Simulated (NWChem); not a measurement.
C3H4F2O; SMILES CO/C(F)=C/F

```xyz
10

C      0.1941     2.1995    -0.4190
O      0.5062     1.1379     0.4690
C     -0.0337    -0.0397     0.1772
F     -1.3609    -0.0449     0.0919
C      0.6846    -1.1530     0.0229
F      0.1090    -2.3383    -0.1571
H      0.7109     3.0890    -0.0394
H      0.5516     1.9735    -1.4379
H     -0.8894     2.3911    -0.4459
H      1.7736    -1.1497     0.0709
```
Atoms are numbered in this order, from 1.

Computed with NWChem. The geometry was optimised at PBE0/def2-SVP.

Problem. Predict the results for PBE0/3-21G. Quantities: highest occupied level (eV); orbital gap (eV); dipole (D).

Solution. 
```
Item                         Result
---------------------------  ------
highest occupied level (eV)   -6.43
orbital gap (eV)               7.69
dipole (D)                     2.69
```
